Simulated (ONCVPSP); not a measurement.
## F: variants of one ONCV potential

Base potential:

* Element: fluorine
* Generator: ONCVPSP 4.0.1
* Type: optimised norm-conserving Vanderbilt (ONCV)
* Functional: BLYP
* Relativity: scalar-relativistic
* Frozen core: [He]
* Valence charge: 7
* Reference configuration: 2s2 2p5
* Partial waves: 2s: rc 0.60 bohr, ncon 4, nbas 8, qcut 11.3 1/bohr, local; 2p: rc 1.55 bohr, ncon 4, nbas 7, qcut 7.6 1/bohr, 2 projectors, debl 1.6 Ha
* Local potential: the s channel
* Core correction: Teter function, fcfact 6, rcfact 1

All-electron outer shells of the reference configuration (BLYP, scalar-relativistic, ld1.x):

| shell | level (eV) | outermost node (bohr) | outermost maximum (bohr) |
| --- | --- | --- | --- |
| 1s | -664.23 | – | 0.11 |
| 2s | -29.77 | 0.24 | 0.76 |
| 2p | -11.12 | – | 0.71 |

Cutoffs, loose and tight: the cutoffs (Ha) at which the residual kinetic energy of the hardest occupied pseudo-wave falls to 1 and 0.1 mHa per electron. They do not see the model core or the augmentation charge, which bear on the density cutoff. Test errors are all-electron minus pseudo excitation energies from the reference, over the configurations 2s2 2p4; 2s2 2p3; 2s2 2p2; 2s2 2p4.5. A dash means not determined; rows that change the core or the reference have their own tests.

| change | outcome | cutoff, loose | cutoff, tight | bound ghosts | GHOST(+) flags above zero | largest test error (meV) |
| --- | --- | --- | --- | --- | --- | --- |
| base | generated | 55 Ha | 99 Ha | none | none | +1902 |
| p: debl 2.25 | generated | 55 Ha | 99 Ha | none | none | +1905 |
| p: nbas 8 | generated | 55 Ha | 99 Ha | none | none | +1984 |

Q: What comes out with this change to the base: p: qcut 4.8?

A: outcome: generated; cutoff, loose: 61 Ha; cutoff, tight: 99 Ha; bound ghosts: none; GHOST(+) flags above zero: none; largest test error (meV): +3619.
